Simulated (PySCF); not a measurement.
## C₆ coefficients of unlike pairs at PBE0

Calculated with PySCF 2.14 from the dipole response of each species, C₆(A,B) = (3/π) ∫ α_A(iu) α_B(iu) du, in atomic units, from isotropic polarisabilities. For ions this is the dispersion term alone; charge-induced terms of lower order in 1/R come first.

| species | configuration | basis | relativity | α (bohr³) | C₆ (like pair) |
| --- | --- | --- | --- | --- | --- |
| N²⁺ | [He] 2s2 2p1 (2P) | aug-cc-pVDZ (4s3p2d) | none | 2.615 | 3.695 |
| N⁺ | [He] 2s2 2p2 (3P) | def2-TZVPPD (6s3p3d1f) | none | 3.866 | 8.286 |
| O³⁺ | [He] 2s2 2p1 (2P) | aug-cc-pVTZ (5s4p3d2f) | none | 1.358 | 1.269 |
| N³⁺ | [He] 2s2 (1S) | x2c-QZVPPall with one added diffuse shell each of s, p, d, f type (8s5p4d3f1g) | spin-free X2C | 2.117 | 2.098 |

Q: Estimate C₆ for N⁺ with N²⁺.

A: The integral gives 5.532. The combination rule 2 C_A C_B / (C_A α_B/α_A + C_B α_A/α_B) gives 5.533 and the geometric mean 5.534.

No spin-orbit coupling is included.

The other pairs:

```tsv
pair	C₆
N³⁺, O³⁺	1.598
O³⁺, N²⁺	2.147
N³⁺, N⁺	4.149
N³⁺, N²⁺	2.775
O³⁺, N⁺	3.220
```
